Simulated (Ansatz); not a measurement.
`C[S][K]` → `[CH2]` (triplet) + `[SH][K]` at 600 K and 1 bar (formal loss of a carbene).

Computed with Ansatz on PBE0-D4/def2-TZVP structures; ΔE is electronic, products minus reactants. CCSD(T)/CBS adds triple-zeta CCSD(T) − MP2 to the extrapolated MP2 energy (def2 sets, frozen cores). This one scheme is used for every species. Triplets are unrestricted, without spin–orbit coupling. For K outer-core shells are correlated without core-valence functions, which leaves a few kJ/mol of doubt a bond. Scalar relativity is left out up to krypton.

| species | CCSD(T)/CBS energy (Eh) | H − E (kJ/mol) | S (J/(mol·K)) |
| --- | --- | --- | --- |
| `C[S][K]` | -1037.10009 | 137.8 | 381.3 |
| `[CH2]` (triplet) | -39.09499 | 66.5 | 220.8 |
| `[SH][K]` | -997.85519 | 46.4 | 302.0 |

H − E and S are ideal-gas, rigid-rotor, harmonic terms from PBE0-D4/def2-TZVP, with the whole ground term of open shells counted as degenerate. 1 Eh = 2625.50 kJ/mol, R = 8.31446 J/(mol·K).

**Question.** By hand: ΔE, ΔH, ΔS and ΔG.

**Answer.** ΔE = (-39.09499) + (-997.85519) − (-1037.10009) = 0.14991 Eh = 393.6 kJ/mol. Δ(H − E) = 66.5 + 46.4 − 137.8 = -24.9, so ΔH = 368.7 kJ/mol. ΔS = 220.8 + 302.0 − 381.3 = 141.5 J/(mol·K). ΔG = 368.7 − 600 × (141.5)/1000 = 283.8 kJ/mol.

**Question.** By hand: the equilibrium constant, and the temperature at which ΔG would vanish if ΔH and ΔS stayed fixed.

**Answer.** log₁₀ K = −ΔG/(RT ln 10) = -24.7. ΔG = 0 at ΔH/ΔS = 2606 K, far beyond where these terms or the molecules hold.

The number of gas molecules changes by +1, which sets the sign of ΔS. A doubt of 5 kJ/mol in ΔE shifts log₁₀ K by 0.4 here. Modes under 60 cm⁻¹, often nearly free rotors, make the harmonic entropy too high. A triplet takes part, so the spin changes. These are equilibria of isolated gas molecules and say nothing of rates. Largest T1 diagnostic: 0.011 (customary marks: 0.02 for closed shells, 0.045 for open ones).
